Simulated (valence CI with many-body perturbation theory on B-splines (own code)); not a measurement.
# Pb¹⁰⁺ in brief

Calculated by relativistic CI+MBPT: four valence electrons over a frozen Dirac-Fock core [Xe] 4f14, a basis of 7 s, 7 p, 8 d, 6 f, 4 g, 1 h functions for each j, with the one-electron correlation potential Σ1, the two-electron term Σ2, the three-electron term Σ3, Breit, model QED; selected CI, second order for the rest, scaled by the run's own slope (own B-spline code, finite nucleus).

No measured spectrum was set against this ion. As an estimate, terms of the open shell hold to 2 to 4 % of their energy, and close levels can change places. Excitations out of the core, of the other parity, are not computed and may begin above about 49.7 eV (a cautious bound); beyond it only levels of the ground parity were kept, without lifetimes.

Levels are named by their leading jj configuration (3d3/2^4 stands for four electrons in 3d with j = 3/2), which in mixed levels can hold well under half, so a name can repeat and another be missing.

Rates and lifetimes use the calculated energies. Strong lines usually hold to 10 to 20 %, long lifetimes can be off by a factor of two.

Q: What is the ground level?

A: (5d3/2^4) J=0, composition 48 % 5d4 3P + 44 % 5d4 5D + 7 % 5d4 1S.

Q: Name the longest-lived excited levels whose lifetime is computed, and their main decay.

A: (5d3/2^2 5d5/2^2) J=6 at 7.941 eV lives 1.37 s, mostly by M1 to (5d3/2^2 5d5/2^2) J=5; (5d3/2^3 5d5/2) J=3 at 4.232 eV lives 175 ms, mostly by M1 to (5d3/2^3 5d5/2) J=2; (5d3/2^3 5d5/2) J=2 at 3.522 eV lives 21.0 ms, mostly by M1 to (5d3/2^3 5d5/2) J=1. The lifetime of (5d3/2^3 5d5/2) J=4 is too uncertain to give, and may be longer.

Q: What is the ionisation energy?

A: 183.1 eV; NIST lists 182 ± 2.4 eV (theoretical).

Q: How well does LS coupling describe the low levels?

A: Among the lowest 20 levels the leading LS term, summed over configurations, holds 54 % on average. For single configurations the figures are 54 % in LS and 82 % in jj coupling. Terms mix most in the J = 4 level at 4.163 eV, where the leading one holds 31 %.
